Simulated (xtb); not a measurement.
Mg(I)(Et) (C₂H₅IMg), SMILES [I][Mg][CH2]C. All values are semi-empirical tight-binding results from xtb (GFN2-xTB unless named), good for trends rather than for accurate numbers. Geometry: GFN2-xTB. One conformer was computed; it need not be the lowest.

For metal compounds this method's bond lengths and energies can be far off.

### Question
Estimate the properties. (An estimate is asked for; the answer gives what the named calculation found.)

### Answer

```
Property                                      Result
-------------------------------------  -------------
orbital gap                                  2.77 eV
zero-point energy                      39.7 kcal/mol
G − E(el) at 298.15 K (modified RRHO)  19.1 kcal/mol
```
